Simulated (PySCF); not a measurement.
# ZrH: one state, many levels of theory

State: quartet, unpaired electrons σ ↑, π ↑, δ ↑, a mixture of terms (⟨Lz²⟩ = 4.9). Set-up: PySCF, scalar-relativistic core potentials, basis sets Zr def2-TZVPPD with ECP28, H def2-TZVPPD. De refers to Zr (4d2 5s2) + H in their high-spin ground configurations, without counterpoise correction. The functionals are run spin-unrestricted. A positive dipole means Zr(−)H(+).

```json
{"Level": "UHF", "Re (Å)": "1.921", "ωe (cm⁻¹)": "1517", "De (eV)": "n/a", "μ (D)": "-2.41", "CPU s a point (SCF and correlation, without the integrals)": "0.37"}
{"Level": "UHF-MP2", "Re (Å)": "1.851", "ωe (cm⁻¹)": "1623", "De (eV)": "n/a", "μ (D)": "n/a", "CPU s a point (SCF and correlation, without the integrals)": "0.55"}
{"Level": "UHF-SCS-MP2", "Re (Å)": "1.867", "ωe (cm⁻¹)": "1591", "De (eV)": "n/a", "μ (D)": "n/a", "CPU s a point (SCF and correlation, without the integrals)": "n/a"}
{"Level": "UHF-CCSD", "Re (Å)": "1.876", "ωe (cm⁻¹)": "1566", "De (eV)": "2.43", "μ (D)": "n/a", "CPU s a point (SCF and correlation, without the integrals)": "n/a"}
{"Level": "UHF-CCSD(T)", "Re (Å)": "1.874", "ωe (cm⁻¹)": "1563", "De (eV)": "2.39", "μ (D)": "n/a", "CPU s a point (SCF and correlation, without the integrals)": "14"}
{"Level": "PBE", "Re (Å)": "1.859", "ωe (cm⁻¹)": "1574", "De (eV)": "n/a", "μ (D)": "-2.33", "CPU s a point (SCF and correlation, without the integrals)": "0.47"}
{"Level": "PBEsol", "Re (Å)": "1.853", "ωe (cm⁻¹)": "1589", "De (eV)": "n/a", "μ (D)": "-2.32", "CPU s a point (SCF and correlation, without the integrals)": "0.28"}
{"Level": "TPSS", "Re (Å)": "1.868", "ωe (cm⁻¹)": "1589", "De (eV)": "n/a", "μ (D)": "-2.40", "CPU s a point (SCF and correlation, without the integrals)": "0.63"}
{"Level": "r²SCAN", "Re (Å)": "1.859", "ωe (cm⁻¹)": "1593", "De (eV)": "n/a", "μ (D)": "-2.47", "CPU s a point (SCF and correlation, without the integrals)": "0.63"}
{"Level": "PBE0", "Re (Å)": "1.858", "ωe (cm⁻¹)": "1596", "De (eV)": "n/a", "μ (D)": "-2.53", "CPU s a point (SCF and correlation, without the integrals)": "0.96"}
{"Level": "r²SCAN0", "Re (Å)": "1.858", "ωe (cm⁻¹)": "1605", "De (eV)": "n/a", "μ (D)": "-2.63", "CPU s a point (SCF and correlation, without the integrals)": "0.88"}
{"Level": "MN15", "Re (Å)": "1.853", "ωe (cm⁻¹)": "1615", "De (eV)": "n/a", "μ (D)": "-2.78", "CPU s a point (SCF and correlation, without the integrals)": "1.2"}
{"Level": "BHandHLYP", "Re (Å)": "1.870", "ωe (cm⁻¹)": "1588", "De (eV)": "n/a", "μ (D)": "-2.69", "CPU s a point (SCF and correlation, without the integrals)": "0.56"}
{"Level": "CAM-B3LYP", "Re (Å)": "1.869", "ωe (cm⁻¹)": "1587", "De (eV)": "n/a", "μ (D)": "-2.62", "CPU s a point (SCF and correlation, without the integrals)": "1.2"}
```

(1) What does a quarter of exact exchange do here, going from PBE to PBE0?

(2) What does the step from GGA to meta-GGA do here, going from PBE to r²SCAN?

(3) What does a quarter of exact exchange do here, going from r²SCAN to r²SCAN0?

Correlated steps freeze no core orbitals. De is left out where the level can put another filling of the metal’s s and d shells below the measured ground configuration, by anything from nothing to about 1 eV. These are scalar-relativistic numbers at best; spin–orbit coupling would shift them, the dissociation energy most. With d or f electrons several states lie close, and the lowest PBE0 determinant need not be the measured ground state.

The whole job (state search and all levels along the bond) took about 4.3 min on 1 thread of Intel Xeon 6975P-C (shared host), peak memory 1.9 GiB.

## Answers

(1) PBE0 less PBE: -0.1 pm in Re, +1.4 % in ωe. Exact exchange removes part of the self-interaction that spreads semilocal densities, and in most molecules shortens and stiffens the bond and lowers De; so it does here.

(2) r²SCAN less PBE: +0.0 pm in Re, +1.2 % in ωe. 

(3) r²SCAN0 less r²SCAN: -0.1 pm in Re, +0.8 % in ωe. Exact exchange removes part of the self-interaction that spreads semilocal densities, and in most molecules shortens and stiffens the bond and lowers De; so it does here.
